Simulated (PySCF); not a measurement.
Input file for PySCF: R-MP2/6-31G* on CHN (SMILES C#N).

```python
from pyscf import gto, scf, dft, mp
from pyscf.data.elements import chemcore

mol = gto.M(
    atom='''
    C    -0.43984196   -0.08430315   -0.45793347
    N    -0.26343036   -0.21408534    0.66507120
    H    -0.60444194    0.03680709   -1.50541032
    ''',
    basis='6-31g*',
    cart=True,
    charge=0, spin=0, verbose=3, max_memory=1800)
mf = scf.RHF(mol)
mf.conv_tol = 1e-8
mf.max_cycle = 100
mf.kernel()
if not mf.converged:
    mf = mf.newton().run(mf.mo_coeff, mf.mo_occ)
pt = mp.MP2(mf, frozen=chemcore(mol)).run()
```

Program output:

```
converged SCF energy = -92.8747727925439
E(RMP2) = -93.156613633887  E_corr = -0.28184084134304
E(SCS-RMP2) = -93.1502705778768  E_corr = -0.275497785332844
```

The run converged.

Cost: very roughly 0.3 core-seconds.
